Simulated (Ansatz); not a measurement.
**Nudged elastic band run: C₂H₈BrNSi**

The input (input.yaml):

```yaml
crystal:
  periodic: [false, false, false]
  atoms:
    - { symbol: C, position_ang: [-1.779412, -0.173386, 0.586394] }
    - { symbol: Si, position_ang: [0.061304, -0.191618, 0.952813] }
    - { symbol: Br, position_ang: [0.575942, -1.987452, 2.231819] }
    - { symbol: C, position_ang: [1.074645, -0.268086, -0.652191] }
    - { symbol: "N", position_ang: [0.805276, 0.988968, -1.3601] }
    - { symbol: H, position_ang: [-1.969514, 0.627466, -0.157684] }
    - { symbol: H, position_ang: [-2.378882, 0.024011, 1.496532] }
    - { symbol: H, position_ang: [-2.101839, -1.142466, 0.155056] }
    - { symbol: H, position_ang: [0.470124, 1.02782, 1.736513] }
    - { symbol: H, position_ang: [2.147464, -0.517414, -0.456217] }
    - { symbol: H, position_ang: [0.665477, -1.117175, -1.241678] }
    - { symbol: H, position_ang: [1.108825, 0.938169, -2.340404] }
    - { symbol: H, position_ang: [1.340989, 1.756263, -0.935954] }
basis:
  gaussian: { orbitals: def2-SVP }
hamiltonian:
  xc: pbe
  dispersion: d4
neb:
  order_check: false
  images: 5
  f_tol: 0.03
  max_iterations: 60
  initial_path: idpp
  final_atoms:
    - { symbol: C, position_ang: [-1.70967837, -0.11008408, 0.48186402] }
    - { symbol: Si, position_ang: [0.1219477, -0.21602988, 0.91455954] }
    - { symbol: Br, position_ang: [0.43778479, -1.99104297, 2.28644176] }
    - { symbol: C, position_ang: [1.20136826, -0.33404784, -0.6495111] }
    - { symbol: "N", position_ang: [1.07783296, 0.86367596, -1.49468127] }
    - { symbol: H, position_ang: [-1.89905747, 0.7409764, -0.20519715] }
    - { symbol: H, position_ang: [-2.31951564, 0.04622125, 1.39341947] }
    - { symbol: H, position_ang: [-2.05343713, -1.04279183, -0.00892057] }
    - { symbol: H, position_ang: [0.53519779, 1.01855295, 1.67500318] }
    - { symbol: H, position_ang: [2.26528905, -0.4810405, -0.36486563] }
    - { symbol: H, position_ang: [0.92890551, -1.23529723, -1.24024013] }
    - { symbol: H, position_ang: [0.10701885, 0.99530562, -1.80606762] }
    - { symbol: H, position_ang: [1.32674269, 1.71070215, -0.96690551] }
```

Command:

```bash
$ ansatz run input.yaml --threads 2 --pin off --max-ram 3072MiB --backend cpu --events-out ev --progress --plain --runs-dir out
```

Output, in part (warnings, iteration lines, the closing report on the highest movable image, with atoms numbered from 0):

```
NEB end point (image 0): max|allowed force component| = 8.470e-3 eV/Å (the criterion of neb.relax_end_points is 1.000e-2)
NEB end point (image 6): max|allowed force component| = 1.292e-2 eV/Å (the criterion of neb.relax_end_points is 1.000e-2)
NEB iter   1: max|band force component| = 6.900e-1 eV/Å  barrier→ = 0.2043 eV  barrier← = 0.1923 eV  Δτ_max = 0.0626 Å  (206 SCF iters)
NEB iter   2: max|band force component| = 2.935e-1 eV/Å  barrier→ = 0.1712 eV  barrier← = 0.1592 eV  CI = image 3  Δτ_max = 0.0707 Å  (144 SCF iters)
NEB iter   3: max|band force component| = 2.744e-1 eV/Å  barrier→ = 0.1701 eV  barrier← = 0.1580 eV  CI = image 3  Δτ_max = 0.0230 Å  (143 SCF iters)
NEB iter   4: max|band force component| = 1.260e-1 eV/Å  barrier→ = 0.1692 eV  barrier← = 0.1572 eV  CI = image 3  Δτ_max = 0.0217 Å  (152 SCF iters)
NEB iter   5: max|band force component| = 1.398e-2 eV/Å  barrier→ = 0.1689 eV  barrier← = 0.1569 eV  CI = image 3  Δτ_max = 0.0000 Å  (306 SCF iters)
Total energy: -81586.82159414 eV, -2998.2603920506 hartree
Atom 0 at    -1.752144    -0.109384     0.431317 Å, force     0.003451     0.007883     0.000556 eV/Å
Atom 1 at     0.052325    -0.216972     0.957581 Å, force     0.002080    -0.003426    -0.008050 eV/Å
Atom 2 at     0.299843    -1.990971     2.358160 Å, force     0.001111    -0.002501     0.000924 eV/Å
Atom 3 at     1.192329    -0.339937    -0.564204 Å, force    -0.003125    -0.011012     0.010172 eV/Å
Atom 4 at     1.050571     0.904884    -1.286103 Å, force    -0.001530    -0.009765     0.003556 eV/Å
Atom 5 at    -1.855993     0.690444    -0.330146 Å, force    -0.003691    -0.000644    -0.001878 eV/Å
Atom 6 at    -2.407916     0.132104     1.290642 Å, force     0.000185    -0.000974    -0.000315 eV/Å
Atom 7 at    -2.092437    -1.068678    -0.007884 Å, force     0.001984    -0.000770    -0.000099 eV/Å
Atom 8 at     0.446102     1.009151     1.739073 Å, force     0.002428     0.000022    -0.002818 eV/Å
Atom 9 at     2.246700    -0.582199    -0.291242 Å, force    -0.007506     0.004389     0.000047 eV/Å
Atom 10 at     0.852559    -1.184154    -1.200374 Å, force     0.005569     0.005615     0.002223 eV/Å
Atom 11 at     0.552857     0.953585    -2.168001 Å, force    -0.000065     0.008108     0.002026 eV/Å
Atom 12 at     1.435605     1.767225    -0.913921 Å, force    -0.000892     0.003075    -0.006345 eV/Å
Dipole moment:    -0.058925     0.378863    -0.556787 e Å
```

The run converged. A vibrational analysis at the climbing image gives one clearly imaginary mode, 604i cm⁻¹: a first-order saddle point.

Final band (atoms are numbered from 1 in the order of the input):

```csv
image,path coordinate (Å),energy (eV),height of N5 over the plane of its neighbours (Å)
0,0.00,0.000,-0.39
1,0.31,0.011,-0.37
2,0.63,0.052,-0.30
3,0.94,0.169,0.01
4,1.19,0.076,0.26
5,1.43,0.019,0.37
6,1.67,0.012,0.38
```

The run took 91 s on 2 threads of Arm Neoverse V2, on a shared host, peak memory 0.18 GiB.
